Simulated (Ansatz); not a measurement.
Cu3H3, relaxed as a singlet with RKS PBE-D4/def2-SVP in Ansatz, starting from the GFN1-xTB geometry. Force threshold 0.02 eV/Å.

The structure comes from a short search, and lower isomers may exist.

Start:

Cartesian coordinates in Å:
```
Cu 0.932 0.001 -1.013
Cu 0.191 -0.792 1.111
Cu -1.124 0.792 -0.097
H 1.460 -1.033 0.125
H -1.210 0.000 1.319
H -0.249 1.032 -1.444
```

Estimate the energy that the relaxation releases and the steps that it takes.

0.12 eV, in 4 steps; 3.8 s on 4 threads of Intel Xeon 6975P-C on a shared host. No frequencies were taken in this run, so the end may be a saddle point.

Does the start keep its bonding and symmetry?

By distances, no bond broke or formed. The bond that changes most is Cu2–H5, from 1.62 to 1.68 Å (atoms count from 1). Point group D3h at the start, D3h at the end, both within 0.05 Å.

Predict the relaxed structure.


```
atom   x (Å)   y (Å)   z (Å)
 Cu1   0.907   0.000  -0.988
 Cu2   0.186  -0.771   1.081
 Cu3  -1.093   0.771  -0.093
  H4   1.541  -1.088   0.131
  H5  -1.279   0.000   1.393
  H6  -0.262   1.088  -1.524
```
Bond lengths (bridged metal pairs left out): 6 × Cu–H 1.68 Å.
